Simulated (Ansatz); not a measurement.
C₄H₉F₂Ga, SMILES `CC(C)[CH2][Ga]([F])[F]` at its PBE0-D4/def2-TZVP geometry, where that method's forces vanish. Charge 0, multiplicity 1.

```xyz
16

C     1.2299   -0.5856    0.8814
C     0.6272   -0.3118   -0.4882
C    -0.4554   -1.3264   -0.8237
C     0.1044    1.1177   -0.5919
Ga   -1.3321    1.5398    0.6606
F    -2.0935    3.1107    0.7791
F    -2.0551    0.4415    1.8199
H     1.6736   -1.5829    0.9239
H     2.0115    0.1384    1.1269
H     0.4611   -0.5386    1.6609
H     1.4265   -0.4120   -1.2346
H    -0.8877   -1.1388   -1.8102
H    -1.2626   -1.2932   -0.0834
H    -0.0555   -2.3429   -0.8223
H     0.8955    1.8515   -0.4073
H    -0.2876    1.3325   -1.5913
```

Task: What forces (eV/Å) does PBE-D4/def2-TZVPP give on these atoms in Ansatz 0.2.0? (Estimate.)

Result: The calculation gave: 
```
C1   0.045 -0.009  0.025
C2  -0.046  0.013  0.040
C3  -0.015 -0.036 -0.036
C4   0.060 -0.007 -0.055
Ga5  0.326 -0.101 -0.285
F6  -0.257  0.528  0.041
F7  -0.246 -0.370  0.394
H8   0.092 -0.198  0.018
H9   0.153  0.136  0.060
H10 -0.147  0.015  0.149
H11  0.165 -0.010 -0.159
H12 -0.094  0.027 -0.190
H13 -0.156  0.011  0.139
H14  0.071 -0.207 -0.003
H15  0.140  0.154  0.046
H16 -0.092  0.053 -0.185
```
